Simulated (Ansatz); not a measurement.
An input meant for Al₂Cu₈ (charge 0, singlet).

```yaml
crystal:
  periodic: [false, false, false]
  atoms:
    - {symbol: D, position_ang: [1.656333, -0.081622, -0.877437]}
    - {symbol: Al, position_ang: [-1.352720, -1.295406, -1.505121]}
    - {symbol: Cu, position_ang: [0.243212, -1.787582, 0.353401]}
    - {symbol: Cu, position_ang: [-0.542500, 1.066092, -1.396016]}
    - {symbol: Cu, position_ang: [-2.190417, -1.632702, 0.725925]}
    - {symbol: Cu, position_ang: [3.209658, 1.143750, 0.424237]}
    - {symbol: Cu, position_ang: [-0.783537, 0.342193, 0.910123]}
    - {symbol: Cu, position_ang: [-2.749645, 0.399054, -0.519725]}
    - {symbol: Cu, position_ang: [0.971680, 1.951625, 0.311862]}
    - {symbol: Cu, position_ang: [1.537946, -0.105413, 1.572749]}
basis:
  gaussian: {orbitals: def2-mTZVP}
hamiltonian: {xc: {name: HF}}
```

```sh
$ ansatz run in.yaml --threads 6 --pin off --events-out ev --progress --plain --max-ram 7833MiB
```

Shortened log:

```
Error: YAML parse error: error: line 4 column 16: `D` is not an element symbol (H … Og, case-exact)
 --> <input>:4:16
2 |   periodic: [false, false, false]
3 |   atoms:
4 |     - {symbol: D, position_ang: [1.656333, -0.081622, -0.877437]}
5 |     - {symbol: Al, position_ang: [-1.352720, -1.295406, -1.505121]}
6 |     - {symbol: Cu, position_ang: [0.243212, -1.787582, 0.353401]}
```

(1) Something in this input is off. What?

Answers

(1) An element symbol is wrong. The input was rejected before any iteration.
